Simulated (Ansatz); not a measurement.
Name a neutral molecule of C, N, Si and H with HOMO energy (PBE0/def2-TZVPP) between -6.35 and -6.05 eV and size of the dipole moment (ωB97M-V/def2-TZVPP) between 1.05 and 1.35 D (Ansatz, PBE0-D4/def2-TZVP geometry).

`NC1[SiH2][SiH2]1` (-6.25 eV, 1.34 D); `C1=C[SiH2]N1` (-6.26 eV, 1.11 D); `NC1C[SiH2]1` (-6.34 eV, 1.15 D). Other molecules can fit too; these were computed, each in one conformer that needn't be the lowest.
